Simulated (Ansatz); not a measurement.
Ansatz (a program for electronic structure) input (r2SCAN/def2-TZVPD):

Ansatz 0.2 input:
```yaml
crystal:
  periodic: [false, false, false]
  atoms:
    - {symbol: Si, position_ang: [0.00008830, -1.00702553, 0.02776018]}
    - {symbol: Br, position_ang: [-1.82833575, 0.25490886, 0.05090631]}
    - {symbol: Br, position_ang: [1.82829130, 0.25203762, -0.06488106]}
    - {symbol: H, position_ang: [0.03890208, -1.78867663, 1.27290334]}
    - {symbol: H, position_ang: [-0.03858251, -1.85609273, -1.17242975]}
basis:
  gaussian:
    orbitals: def2-TZVPD
hamiltonian:
  xc: {name: r2SCAN}
magnetization: {spin_polarized: true, initial_magnetization: 2}
```

End of the output:

```
integrals: 0.13 GiB planned
1217 factors; their error is unknown
0.25 GiB of the device are held for the grids
1.05 GiB of device memory are held for the factors and their scratch space
mean field: 1.01 GiB planned
mean field evaluation 1: about -147996.7470 eV, gradient 1.5e1 eV
mean field evaluation 2: about -147990.6128 eV, gradient 3.0e1 eV
mean field evaluation 4: about -147997.8778 eV, gradient 6.7e0 eV
mean field evaluation 8: about -147998.1298 eV, gradient 3.4e0 eV
mean field evaluation 16: about -147998.2149 eV, gradient 2.6e-2 eV
mean field evaluation 32: about -147996.7470 eV, gradient 1.5e1 eV
mean field evaluation 64: about -147997.4374 eV, gradient 3.9e-5 eV
mean field evaluation 96: about -147997.8360 eV, gradient 3.3e-3 eV
mean field evaluation 128: about -147997.7957 eV, gradient 6.2e-1 eV
mean field evaluation 160: about -147997.9659 eV, gradient 5.3e0 eV
mean field evaluation 192: about -147997.1810 eV, gradient 6.3e-1 eV
mean field -147998.21533782 eV, -5438.8340968714 hartree, gradient 8.3e-6 eV, S^2 2.005750; 18 other end points of the search recorded, 0 dependent functions left out
reference -147998.21537619 eV, -5438.8340982815 hartree; 44, 42 occupied and 131, 133 virtual orbitals, 1217 factors
Total energy: -147998.21537619 eV, -5438.8340982815 hartree
```

This state (charge 0, triplet) is run at the relaxed geometry of the species with charge 0 and multiplicity 1, and is a spin state other than that species' own.
